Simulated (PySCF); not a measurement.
## Spin states and ions at one geometry of BiH5

PySCF 2.14.0, RKS PBE, Bi def2-SVP with ECP60, H def2-SVP; non-relativistic Hamiltonian with scalar-relativistic core potentials where named; density fitting; no spin-orbit coupling; singlets restricted, open shells unrestricted. The geometry is relaxed for charge 0, singlet, vacuum:

```xyz
6

Bi    0.0000    0.0000    0.0000
H     0.0000    0.0000    1.8875
H     0.0000    0.0000   -1.8875
H     1.8259    0.0000    0.0000
H    -0.9129    1.5813    0.0000
H    -0.9129   -1.5813    0.0000
```

Energies count from the relaxed state; an electron taken off or put on is at rest in vacuum. Charges and spins are Mulliken's.

| state | energy (eV) | spin squared | charge on Bi1 (e) | spin on Bi1 (e) | dipole about the centre of mass (D) |
| --- | --- | --- | --- | --- | --- |
| charge 0, singlet, vacuum | 0.00 | 0.00 | 0.36 | 0.00 | 0.00 |
| charge +1, doublet, vacuum | 8.07 | 0.76 | 0.36 | -0.14 | 0.00 |
| charge -1, doublet, vacuum | 0.00 | 0.75 | 0.52 | -0.17 | 0.00 |

Q: What does the state charge 0, triplet, vacuum give?

A: energy (eV) 1.85, spin squared 2.02, charge on Bi1 (e) 0.42, spin on Bi1 (e) -0.27, dipole about the centre of mass (D) 0.00.

With an electron taken off (doublet) the charges change, summed by element, by Bi -0.00 e, H +1.00 e. The vertical ionisation energy is 8.07 eV, against −ε(HOMO) = 5.15 eV of the relaxed state. The level lies 2.9 eV too high, as is usual for semilocal functionals and global hybrids, which keep a self-interaction error.

With an electron put on (doublet) the charges change, summed by element, by Bi +0.16 e, H -1.16 e. The vertical electron affinity is 0.00 eV, against −ε(LUMO) = 2.68 eV of the relaxed state. The basis has no diffuse functions, which an added electron needs. The added electron's level lies above zero.

Open shells may have lower solutions than those found.
